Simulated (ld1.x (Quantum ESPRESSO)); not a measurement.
# u(r) = r·R(r): atom against pseudo-atom (chromium (Cr))

Columns: radius, all-electron u(r) and pseudo u(r) of the 3p shell (level -45.35 eV) of chromium in the configuration [Ne] 3s2 3p6 3d5 4s1 4p0; LDA (PZ), scalar-relativistic, ultrasoft scheme, ld1.x (Quantum ESPRESSO) 7.5.

```
r (bohr)  all-electron   pseudo
   0.123        0.5362  -0.0274
   0.245        0.3716  -0.1047
   0.368       -0.1781  -0.2213
   0.490       -0.6606  -0.3582
   0.613       -0.9574  -0.4977
   0.735       -1.0794  -0.6186
   0.858       -1.0821  -0.7074
   0.980       -1.0144  -0.7537
   1.103       -0.9115  -0.7561
   1.225       -0.7974  -0.7193
   1.348       -0.6837  -0.6529
   1.470       -0.5789  -0.5706
   1.593       -0.4847  -0.4837
   1.715       -0.4033  -0.4033
   1.838       -0.3330  -0.3330
   1.960       -0.2742  -0.2742
   2.083       -0.2246  -0.2246
   2.205       -0.1838  -0.1838
   2.328       -0.1497  -0.1497
   2.450       -0.1219  -0.1219
   2.573       -0.0990  -0.0990
   2.695       -0.0804  -0.0804
   2.818       -0.0651  -0.0651
   2.940       -0.0528  -0.0528
   3.063       -0.0426  -0.0426
   3.185       -0.0345  -0.0345
```

**Question.** How many radial nodes do the two functions have?

**Answer.** The all-electron 3p function has n − l − 1 = 1; the pseudo-wave has 0, since the states of the same l below it are removed with the core.

**Question.** At about which radius was the pseudo-wave matched?

**Answer.** 1.80 bohr, where the columns begin to agree (steps of 0.12 bohr).

**Question.** Where does each function peak?

**Answer.** Outermost all-electron maximum near 0.86 bohr, pseudo maximum near 1.10 bohr (to the table’s step).

**Question.** Is the pseudo-wave norm-conserving?

**Answer.** No, it belongs to an ultrasoft set: the norm inside the radius is not constrained, and the difference is carried by the augmentation charge.
